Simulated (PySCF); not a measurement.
**Which determinant of BaF lies lowest?**

Unrestricted PBE0; PySCF, spin-free X2C with a Gaussian nucleus, basis sets Ba x2c-TZVPall, F x2c-TZVPall. Outer shells of the fragments: Ba 6s2; F 2s2 2p5.

Followed along the bond (rough minima from three points):

```
2Ms+1       unpaired  ⟨S²⟩ at the start  R at minimum (Å)  Te (eV)
    2            σ ↑               0.75              2.15     0.00
    2            δ ↑               0.75              2.18     1.19
    2            π ↑               0.75              2.17     1.27
    4  σ ↑, π ↑, δ ↑               3.75  none in the scan   ≤ 6.93
```

Solutions found at the starting distance of 2.400 Å, counted from the lowest of them; the search is not exhaustive and high or unbound solutions are not listed, so other states can lie among these:

```json
{"2Ms+1": "2", "unpaired": "σ ↑", "term": "²Σ⁺", "E (eV)": "0.00", "⟨S²⟩": "0.75", "⟨Lz²⟩": "0.00", "μ (D)": "-4.47"}
{"2Ms+1": "2", "unpaired": "δ ↑", "term": "²Δ", "E (eV)": "1.11", "⟨S²⟩": "0.75", "⟨Lz²⟩": "4.00", "μ (D)": "-7.86"}
{"2Ms+1": "2", "unpaired": "π ↑", "term": "²Π", "E (eV)": "1.21", "⟨S²⟩": "0.75", "⟨Lz²⟩": "1.00", "μ (D)": "-3.43"}
{"2Ms+1": "4", "unpaired": "σ ↑, π ↑, δ ↑", "term": "mixed", "E (eV)": "6.92", "⟨S²⟩": "3.75", "⟨Lz²⟩": "5.00", "μ (D)": "0.87"}
{"2Ms+1": "4", "unpaired": "σ ↑, π ↑↑", "term": "mixed", "E (eV)": "7.05", "⟨S²⟩": "3.75", "⟨Lz²⟩": "2.01", "μ (D)": "1.00"}
{"2Ms+1": "4", "unpaired": "σ ↑↑, π ↑", "term": "⁴Π", "E (eV)": "7.10", "⟨S²⟩": "3.75", "⟨Lz²⟩": "1.00", "μ (D)": "2.49"}
{"2Ms+1": "4", "unpaired": "σ ↑, π ↑↑", "term": "mixed", "E (eV)": "7.15", "⟨S²⟩": "3.75", "⟨Lz²⟩": "2.01", "μ (D)": "2.14"}
{"2Ms+1": "4", "unpaired": "σ ↑↑, π ↑", "term": "⁴Π", "E (eV)": "7.45", "⟨S²⟩": "3.75", "⟨Lz²⟩": "1.01", "μ (D)": "6.59"}
```

A term symbol is given only where ⟨S²⟩ and ⟨Lz²⟩ are close to those of a pure state; real π, δ and φ orbitals otherwise mix terms. A positive dipole means Ba(−)F(+).

Compare the gap between the two lowest followed solutions at the starting distance with the gap between their minima.

At PBE0 the second solution (doublet, unpaired electrons δ ↑) lies +1.11 eV from the first (doublet, unpaired electrons σ ↑) at 2.400 Å and +1.19 eV at the minima; the two curves relax by different amounts, since their minima lie near 2.18 and 2.15 Å.

Spin–orbit coupling is left out. Counting both spins, an empty level lies below a filled one in some of these solutions, because spin and occupation are held.
